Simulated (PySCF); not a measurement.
ZnFBr, SMILES [Br][Zn][F]. Geometry optimised at B3LYP-D3(BJ)/def2-TZVP.

All values below come from PySCF 2.14.0 with B3LYP-D3(BJ)/def2-TZVP.

Harmonic wavenumbers (cm⁻¹): 122, 122, 295, 674. Rotational constants (GHz): 1.546 (linear); symmetry number 1.

Q: Work out the zero-point energy and the ideal-gas rigid-rotor harmonic-oscillator thermochemistry at 298.15 K and 1 atm.

A: ZPE = ½ Σ hcν = ½ × 1213 cm⁻¹ = 7.26 kJ/mol. H − E(el) = 21.02 kJ/mol. Entropy in J/(mol K): translation 172.37, rotation 77.31, vibration 33.17, total 282.86. G − E(el) = -63.31 kJ/mol. Cp = 55.98 J/(mol K). Modes under 150 cm⁻¹ make the vibrational entropy uncertain.
